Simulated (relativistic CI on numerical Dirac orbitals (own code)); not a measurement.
d6 in a ligand field

Computed with a parametric ligand-field model of a d^n configuration (Racah B and C, spin-orbit zeta, crystal field), exact diagonalisation.

Field parameters in Wybourne normalisation: Oh B⁴₀ = 21Dq, B⁴₄ = √(5/14) B⁴₀; Td as Oh with Dq negative (B⁴₀ = 21Dq, B⁴₄ = √(5/14) B⁴₀). The field is a parameter set, without covalency.

Task: Lowest levels for B = 640, C = 2410, ζ = 2800 cm⁻¹, Td, 10Dq = -9550 cm⁻¹?

Result: A1 0 (S 1.83), E 34 (S 1.76), T1 327 (S 1.85), T2 816 (S 1.75), A2 2588 (S 1.97), T2 6116 (S 1.28), E 7012 (S 1.32), T2 7573 (S 1.51), A1 8873 (S 1.13) cm⁻¹, with S from ⟨S²⟩ = S(S + 1). The ground level has 3.07 electrons in the cubic e pair; its S is far from a half-integer, so spin-orbit coupling mixes spin states.

Task: Lowest levels for B = 420, C = 1530, ζ = 3000 cm⁻¹, Oh, 10Dq = 28200 cm⁻¹?

Result: A1 0 (S 0.13), E 22098 (S 1.03), T2 22792 (S 1.00), T1 23152 (S 0.90), A1 26709 (S 1.02), T1 27146 (S 0.92), E 28303 (S 1.00), T2 29225 (S 1.02), T1 29728 (S 0.55) cm⁻¹, with S from ⟨S²⟩ = S(S + 1). The ground level has 0.08 electrons in the cubic e pair; its S is far from a half-integer, so spin-orbit coupling mixes spin states.

Task: Lowest levels for B = 990, C = 5030, ζ = 90 cm⁻¹, Oh, 10Dq = 38700 cm⁻¹?

Result: A1 0 (S 0.00), E 24650 (S 1.00), T2 24650 (S 1.00), T1 24711 (S 1.00), A1 24742 (S 1.00), T1 31251 (S 1.00), E 31253 (S 1.00), T2 31317 (S 1.00), A2 31350 (S 1.00) cm⁻¹, with S from ⟨S²⟩ = S(S + 1). The ground level has 0.04 electrons in the cubic e pair.

Task: Lowest levels for B = 370, C = 1570, ζ = 2600 cm⁻¹, Oh, 10Dq = 28550 cm⁻¹?

Result: A1 0 (S 0.10), E 22552 (S 1.02), T2 23137 (S 0.99), T1 23578 (S 0.91), A1 26423 (S 1.02), T1 26942 (S 0.92), E 27889 (S 1.00), T2 28676 (S 1.01), A2 29280 (S 1.00) cm⁻¹, with S from ⟨S²⟩ = S(S + 1). The ground level has 0.07 electrons in the cubic e pair; its S is far from a half-integer, so spin-orbit coupling mixes spin states.

Task: Lowest levels for B = 340, C = 1650, ζ = 370 cm⁻¹, Oh, 10Dq = 16050 cm⁻¹?

Result: A1 0 (S 0.01), E 11270 (S 1.00), T2 11288 (S 1.00), T1 11518 (S 1.01), A1 11676 (S 1.01), T1 13607 (S 0.98), E 13696 (S 1.01), T2 13931 (S 1.00), A2 14060 (S 1.00) cm⁻¹, with S from ⟨S²⟩ = S(S + 1). The ground level has 0.03 electrons in the cubic e pair.
